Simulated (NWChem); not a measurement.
Everything below was run with NWChem. System: C2HCl3, charge 0, spin multiplicity 1, displaced from the optimised geometry. Level: LDA (SVWN5)/def2-SVP.

Part of the output:

```
             Northwest Computational Chemistry Package (NWChem) 7.3.0
             --------------------------------------------------------

                                NWChem Input Module
                                -------------------

 Scaling coordinates for geometry "geometry" by  1.889725989
 (inverse scale =  0.529177249)

 Turning off AUTOSYM since
 SYMMETRY directive was detected!

                             Geometry "geometry" -> ""
                             -------------------------

 Output coordinates in angstroms (scale by  1.889725989 to convert to a.u.)

  No.       Tag          Charge          X              Y              Z
 ---- ---------------- ---------- -------------- -------------- --------------
    1 Cl                  17.0000    -2.23557000    -0.62918300     0.00000000
    2 C                    6.0000    -0.97964600     0.57962700     0.00000000
    3 C                    6.0000     0.35460900     0.28442600     0.00000000
    4 Cl                  17.0000     0.98508400    -1.34330300     0.00000000
    5 Cl                  17.0000     1.54889500     1.57116500     0.00000000
    6 H                    1.0000    -1.32271700     1.63813000     0.00000000

 Effective nuclear repulsion energy (a.u.)     312.0692640486

            Nuclear Dipole moment (a.u.)
            ----------------------------
        X                 Y               Z
 ---------------- ---------------- ----------------
     0.0000264562    -0.0000170075     0.0000000000

      Symmetry information
      --------------------

 Group name             Cs
 Group number              2
 Group order               2
 No. of unique centers     6

      Symmetry unique atoms

     1    2    3    4    5    6


 Summary of "ao basis" -> "" (spherical)
 ------------------------------------------------------------------------------
       Tag                 Description            Shells   Functions and Types
 ---------------- ------------------------------  ------  ---------------------
 *                          def2-svp                  on all atoms

                                 NWChem DFT Module
                                 -----------------

 Summary of "ao basis" -> "ao basis" (spherical)
 ------------------------------------------------------------------------------
       Tag                 Description            Shells   Functions and Types
 ---------------- ------------------------------  ------  ---------------------
 Cl                         def2-svp                 8       18   4s3p1d
 C                          def2-svp                 6       14   3s2p1d
 H                          def2-svp                 3        5   2s1p

 Summary of "ao basis" -> "ao basis" (spherical)
 ------------------------------------------------------------------------------
       Tag                 Description            Shells   Functions and Types
 ---------------- ------------------------------  ------  ---------------------
 Cl                         def2-svp                 8       18   4s3p1d
 C                          def2-svp                 6       14   3s2p1d
 H                          def2-svp                 3        5   2s1p

      Symmetry analysis of basis
      --------------------------

        a'         63
        a"         24

            General Information
            -------------------
          SCF calculation type: DFT
          Wavefunction type:  closed shell.
          No. of atoms     :     6
          No. of electrons :    64
           Alpha electrons :    32
            Beta electrons :    32
          Charge           :     0
          Spin multiplicity:     1
          Use of symmetry is: on ; symmetry adaption is: on
          Maximum number of iterations: 100
          AO basis - number of functions:    87
                     number of shells:    39
          Convergence on energy requested:  1.00D-06
          Convergence on density requested:  1.00D-05
          Convergence on gradient requested:  5.00D-04

              XC Information
              --------------
                        Slater Exchange Functional  1.000 local
                      VWN V Correlation Functional  1.000 local
[...]
     Total iterative time =      2.2s

                       DFT Final Molecular Orbital Analysis
                       ------------------------------------

 Vector   30  Occ=2.000000D+00  E=-2.916427D-01  Symmetry=a'
              MO Center= -5.4D-01, -2.5D-02,  4.3D-16, r^2= 5.3D+00
   Bfn.  Coefficient  Atom+Function         Bfn.  Coefficient  Atom+Function
  ----- ------------  ---------------      ----- ------------  ---------------
    12      0.362338  1 Cl py                76      0.295860  5 Cl py
     9      0.275175  1 Cl py                11     -0.273374  1 Cl px
    57      0.250084  4 Cl px                73      0.226378  5 Cl py
     8     -0.195898  1 Cl px                75     -0.184103  5 Cl px
    54      0.177780  4 Cl px                 6      0.159514  1 Cl py

 Vector   31  Occ=2.000000D+00  E=-2.783962D-01  Symmetry=a'
              MO Center= -3.3D-01, -3.8D-01, -3.2D-16, r^2= 5.2D+00
   Bfn.  Coefficient  Atom+Function         Bfn.  Coefficient  Atom+Function
  ----- ------------  ---------------      ----- ------------  ---------------
    57      0.317972  4 Cl px                11      0.313594  1 Cl px
    12     -0.289666  1 Cl py                54      0.261995  4 Cl px
     8      0.241336  1 Cl px                76      0.241330  5 Cl py
     9     -0.232783  1 Cl py                58      0.223446  4 Cl py
    73      0.185876  5 Cl py                75     -0.182071  5 Cl px

 Vector   32  Occ=2.000000D+00  E=-2.241067D-01  Symmetry=a"
              MO Center= -3.3D-01,  1.3D-01, -1.4D-15, r^2= 3.9D+00
   Bfn.  Coefficient  Atom+Function         Bfn.  Coefficient  Atom+Function
  ----- ------------  ---------------      ----- ------------  ---------------
    13      0.368766  1 Cl pz                24     -0.346404  2 C  pz
    38     -0.321824  3 C  pz                77      0.301929  5 Cl pz
    59      0.286700  4 Cl pz                10      0.251916  1 Cl pz
    27     -0.229057  2 C  pz                74      0.208854  5 Cl pz
    56      0.192187  4 Cl pz                41     -0.190609  3 C  pz

 Vector   33  Occ=0.000000D+00  E=-6.739343D-02  Symmetry=a"
              MO Center= -2.8D-01,  3.3D-01, -9.0D-14, r^2= 2.7D+00
   Bfn.  Coefficient  Atom+Function         Bfn.  Coefficient  Atom+Function
  ----- ------------  ---------------      ----- ------------  ---------------
    27      0.568496  2 C  pz                41     -0.563225  3 C  pz
    38     -0.485754  3 C  pz                24      0.451587  2 C  pz
    13     -0.248073  1 Cl pz                59      0.241656  4 Cl pz
    77      0.229950  5 Cl pz

 Vector   34  Occ=0.000000D+00  E=-4.087595D-02  Symmetry=a'
              MO Center=  2.8D-02,  5.9D-01,  6.5D-14, r^2= 4.1D+00
   Bfn.  Coefficient  Atom+Function         Bfn.  Coefficient  Atom+Function
  ----- ------------  ---------------      ----- ------------  ---------------
    35      0.537477  3 C  s                 75      0.508239  5 Cl px
    76      0.477419  5 Cl py                68     -0.450237  5 Cl s
    11      0.410349  1 Cl px                40      0.401315  3 C  py
    21     -0.319448  2 C  s                 34      0.320955  3 C  s
    12      0.307582  1 Cl py                37      0.308554  3 C  py

 Vector   35  Occ=0.000000D+00  E=-3.313470D-02  Symmetry=a'
              MO Center=  4.9D-01, -3.4D-01,  7.2D-15, r^2= 3.2D+00
   Bfn.  Coefficient  Atom+Function         Bfn.  Coefficient  Atom+Function
  ----- ------------  ---------------      ----- ------------  ---------------
    35      0.837672  3 C  s                 58     -0.737049  4 Cl py
    50     -0.528193  4 Cl s                 34      0.436272  3 C  s
    76      0.365149  5 Cl py                39      0.358394  3 C  px
    40     -0.318382  3 C  py                36      0.293104  3 C  px
    55     -0.285001  4 Cl py                37     -0.274996  3 C  py

            General Information
            -------------------
          SCF calculation type: DFT
          Wavefunction type:  closed shell.
          No. of atoms     :     6
          No. of electrons :    64
           Alpha electrons :    32
            Beta electrons :    32
          Charge           :     0
          Spin multiplicity:     1
          Use of symmetry is: on ; symmetry adaption is: on
          Maximum number of iterations: 100
          AO basis - number of functions:    87
                     number of shells:    39
          Convergence on energy requested:  1.00D-06
          Convergence on density requested:  1.00D-05
          Convergence on gradient requested:  5.00D-04

              XC Information
              --------------
                        Slater Exchange Functional  1.000 local
                      VWN V Correlation Functional  1.000 local

             Grid Information
             ----------------
          Grid used for XC integration:  medium
          Radial quadrature: Mura-Knowles
          Angular quadrature: Lebedev.
          Tag              B.-S. Rad. Rad. Pts. Rad. Cut. Ang. Pts.
          ---              ---------- --------- --------- ---------
          Cl                  1.00       88          11.0       590
          C                   0.70       49           8.0       434
          H                   0.35       45          10.0       434
          Grid pruning is: on
          Number of quadrature shells:   407
          Spatial weights used:  Erf1

          Convergence Information
          -----------------------
          Convergence aids based upon iterative change in
          total energy or number of iterations.
          Levelshifting, if invoked, occurs when the
          HOMO/LUMO gap drops below (HL_TOL):  1.00D-02
          DIIS, if invoked, will attempt to extrapolate
          using up to (NFOCK): 10 stored Fock matrices.

                    Damping( 0%)  Levelshifting(0.5)       DIIS
                  --------------- ------------------- ---------------
          dE  on:    start            ASAP                start
          dE off:    2 iters        100 iters           100 iters

      Screening Tolerance Information
      -------------------------------
          Density screening/tol_rho:  1.00D-10
          AO Gaussian exp screening on grid/accAOfunc:  14
          CD Gaussian exp screening on grid/accCDfunc:  20
          XC Gaussian exp screening on grid/accXCfunc:  20
          Schwarz screening/accCoul:  1.00D-08

                            NWChem DFT Gradient Module
                            --------------------------

  charge          =   0.00
  wavefunction    = closed shell

  Using symmetry

                         DFT ENERGY GRADIENTS

    atom               coordinates                        gradient
                 x          y          z           x          y          z
   1 Cl     -4.224615  -1.188983   0.000000   -0.017023  -0.013246   0.000000
   2 C      -1.851263   1.095336   0.000000   -0.008879   0.010974   0.000000
   3 C       0.670114   0.537487   0.000000    0.004491   0.000270   0.000000
   4 Cl      1.861539  -2.538475   0.000000    0.008888  -0.019988   0.000000
   5 Cl      2.926987   2.969071   0.000000    0.014700   0.015407   0.000000
   6 H      -2.499573   3.095617   0.000000   -0.002178   0.006583   0.000000

                 ----------------------------------------
                 |  Time  |  1-e(secs)   |  2-e(secs)   |
                 ----------------------------------------
                 |  CPU   |       0.01   |       2.10   |
                 ----------------------------------------
                 |  WALL  |       0.01   |       2.10   |
                 ----------------------------------------

 Task  times  cpu:        5.4s     wall:        5.4s

 Total times  cpu:        5.4s     wall:        5.4s
```

**Question.** Write an NWChem input that would produce this output.

**Answer.** This is not unique; one that fits is 
```
start mol
memory heap 200 mb stack 900 mb global 1100 mb
geometry units angstroms nocenter noautoz
  Cl    -2.235570    -0.629183     0.000000
  C     -0.979646     0.579627     0.000000
  C      0.354609     0.284426     0.000000
  Cl     0.985084    -1.343303     0.000000
  Cl     1.548895     1.571165     0.000000
  H     -1.322717     1.638130     0.000000
  symmetry group Cs
end
basis spherical
  * library def2-svp
end
dft
  xc slater vwn_5
  semidirect memsize 60000000 filesize 0
  iterations 100
  cgmin
end
task dft gradient
```
